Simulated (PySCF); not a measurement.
**O (oxygen, neutral) across methods**

[He] 2s1 2p4 3s1, high-spin 5P determinant (an excited configuration). All numbers are calculated (PySCF 2.14, the non-relativistic Hamiltonian (point nucleus), in aug-cc-pVTZ with one added diffuse shell each of s, p, d, f type (6s5p4d3f, 62 functions)).

| method | E (hartree) | mean ε 2p α (eV) | mean ε 2p β (eV) | mean ε 3s α (eV) | Σ⟨r²⟩ (bohr²) | ⟨S²⟩ |
| --- | --- | --- | --- | --- | --- | --- |
| PW91 | -74.1958 | -20.083 | -15.040 | -2.681 | 33.38 | 6.003 |
| PBE0 | -74.1479 | -22.652 | -16.705 | -3.151 | 33.88 | 6.003 |
| BP86 | -74.2191 | -20.086 | -15.322 | -2.761 | 33.49 | 6.003 |
| r2SCAN | -74.1998 | -21.021 | -15.345 | -2.721 | 34.05 | 6.005 |
| LDA | -73.6555 | -20.101 | -14.772 | -2.714 | 33.33 | 6.004 |
| BLYP | -74.2113 | -19.774 | -15.275 | -2.478 | 33.63 | 6.003 |
| UHF | -73.97946 | -30.156 | -20.404 | -4.293 | 35.71 | 6.009 |
| PBE | -74.1451 | -20.008 | -14.991 | -2.663 | 33.54 | 6.003 |

Estimate the same row for CAM-B3LYP.

E (hartree) = -74.1864; mean ε 2p α (eV) = -24.041; mean ε 2p β (eV) = -18.528; mean ε 3s α (eV) = -3.816; Σ⟨r²⟩ (bohr²) = 33.82; ⟨S²⟩ = 6.004.

The outer electron is Rydberg-like, and this basis confines it to a smaller radius and binds it less than a complete one would.
